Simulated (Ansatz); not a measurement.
LiB7⁻ (the lowest doublet isomer of a short search). Charge -1, multiplicity 2. Geometry B3LYP-D4/def2-SVPD, basis def2-TZVPD, Ansatz.

```xyz
8

Li   -1.120    0.496   -0.885
B     0.474   -1.143   -1.016
B    -0.280    1.057    1.170
B    -0.610   -1.470    0.171
B     0.488   -0.216    0.386
B     1.196    0.271   -1.079
B     0.804    1.385   -0.017
B    -0.952   -0.379    1.272
```

| run | HOMO (eV) | LUMO (eV) |
| --- | --- | --- |
| A | -2.59 | 2.86 |
| B | -0.15 | 0.80 |
| C | -0.74 | 1.21 |
| D | -0.52 | 1.00 |
| E | -0.04 | 0.68 |
| F | -0.01 | 0.38 |

B3LYP takes the VWN-RPA correlation. The structure comes from a short search, and lower isomers may exist.

HOMO and LUMO are taken over both spins.

**Question.** The runs used B3LYP, B97M-V, PBE, PBE0, r2SCAN, ωB97X-V. Estimate which is which.

**Answer.** A ωB97X-V (range-separated); B r2SCAN (0 % exact exchange); C PBE0 (25 % exact exchange); D B3LYP (20 % exact exchange); E B97M-V (0 % exact exchange); F PBE (0 % exact exchange). Exact exchange lowers occupied and raises empty levels; among semilocal functionals meta-GGAs tend to open the gap a little, and such runs are hard to tell apart. The gap grows from 0.39 eV (PBE) to 5.45 eV (ωB97X-V). At r2SCAN-D4/def2-TZVPD, B97M-V/def2-TZVPD the charge -1 doublet is spin-contaminated (final ⟨S²⟩ up to 0.91, 0.75 for a pure state).
